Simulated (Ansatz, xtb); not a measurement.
**Isomers of C5H10S2 in order of energy**

7 gas-phase structures of C5H10S2, from a drawn sample of its isomers (lower ones may exist). Each was relaxed with GFN2-xTB; where two conformers were screened, the lower at r2SCAN-D4/def2-SVP//GFN2-xTB is listed:

A. `CSSCC1CC1`, a singlet
B. `CS[C@]1(C)CCS1`, a singlet
C. `S[C@@H]1CCCSC1`, a singlet
D. `CCC1(S)CSC1`, a singlet
E. `C[C@@H]1CCSSC1`, a singlet
F. `CCC1SCCS1`, a singlet
G. `C[C@@H]1SCC[C@H]1S`, a singlet

Q: Which do you expect lowest at r2SCAN-D4/def2-SVP//GFN2-xTB, and how would the others follow?

A: Calculated order at r2SCAN-D4/def2-SVP//GFN2-xTB: E (0.000), C (0.046), G (0.140), F (0.259), B (0.934), D (0.938), A (1.143) eV. Less than 1 kcal/mol parts B and D, so the order within that pair means little.

Energies above the lowest of each column, in eV; the last columns are at r2SCAN-D4/def2-SVP geometries and were run for some of them only (a dash: not run or not comparable):

| structure | GFN2-xTB | HF/STO-3G | r2SCAN-D4/def2-SVP//GFN2-xTB | r2SCAN-D4/def2-SVP | CCSD(T)/def2-SVP + ΔMP2/def2-TZVPP |
| --- | --- | --- | --- | --- | --- |
| E | 0.000 | 0.000 | 0.000 | 0.000 | 0.000 |
| C | 0.580 | 0.328 | 0.046 | 0.064 | 0.189 |
| G | 0.543 | 0.301 | 0.140 | 0.153 | 0.184 |
| F | 0.837 | 0.175 | 0.259 | 0.274 | 0.301 |
| B | 1.234 | 1.030 | 0.934 | – | – |
| D | 1.163 | 1.245 | 0.938 | – | – |
| A | 1.092 | 1.918 | 1.143 | – | – |

Every level run on E puts it lowest or level with the lowest. CCSD(T)/def2-SVP + ΔMP2/def2-TZVPP orders those it was run on as E (0.000), G (0.184), C (0.189), F (0.301) eV. Less than 1 kcal/mol parts G and C, so the order within that pair means little. Some further structures that were screened fall inside this span and aren't listed. Flexible structures stand in one conformer each, not always the lowest. Frequencies (GFN2-xTB) were run for C, E, F, G alone. The ΔMP2 step shifts differences by up to 0.178 eV, which makes them less sure. ΔMP2 is the change of the MP2 energy from the smaller to the larger basis.

Over these structures GFN2-xTB departs from r2SCAN-D4/def2-SVP//GFN2-xTB by 0.194 eV on average once a common shift is removed. A GFN2-xTB relaxation took about 0.074 s and the r2SCAN-D4/def2-SVP//GFN2-xTB energy about 2.2 s on a shared host (Ansatz 0.2.0, xtb 6.7.1).
